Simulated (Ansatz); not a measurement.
Consider the homolysis of the O–Si bond: `CBO[SiH2][SiH3]` → `CB[O]`• + `[SiH2][SiH3]`•.

Calculated with Ansatz (gas phase, PBE0-D4/def2-TZVP geometries, no zero-point term in ΔE). CCSD(T)/CBS adds triple-zeta CCSD(T) − MP2 to the extrapolated MP2 energy (def2 sets, frozen cores). This one scheme is used for every species. Functionals use def2-TZVPP. B3LYP here is the variant with VWN-RPA as its local correlation; programs differ in this. No spin–orbit coupling; open shells (•) take unrestricted orbitals. Each species was taken in one conformer, which may not be the lowest.

(1) What is ΔE at CCSD(T)/CBS? (Estimate.)

(2) What do these levels give: PBE-D4, ωB97X-V, B3LYP, r2SCANh, CAM-B3LYP, CCSD/CBS(def2)? (An estimate is asked.)

Largest T1 diagnostic among the species: 0.032.

Results:

(1) Computed: +455.2 kJ/mol.

(2) Computed: PBE-D4 396.0, ωB97X-V 441.8, B3LYP 400.5, r2SCANh 403.1, CAM-B3LYP 423.0, CCSD/CBS(def2) 450.1 kJ/mol.

At CCSD(T), def2-SVP lies −50.5 kJ/mol from the extrapolated value and def2-TZVPP −16.2 kJ/mol: correlation converges slowly with the basis, and small sets miss more of it in the bonded molecule than in its fragments. In def2-TZVPP, CCSD(T) changes the Hartree–Fock value by +98.1 kJ/mol (the triples alone add +5.0 kJ/mol) and MP2 by +148.8 kJ/mol; breaking electron pairs costs correlation energy, which Hartree–Fock lacks. Leaving LDA and LC-ωPBE aside and taking each functional with its dispersion term where it has one, the values, not all of them listed here, spread over 59.5 kJ/mol, from revPBE-D4 to PBE-QIDH. LDA lies +65.2 kJ/mol from PBE without D4, its usual overbinding.
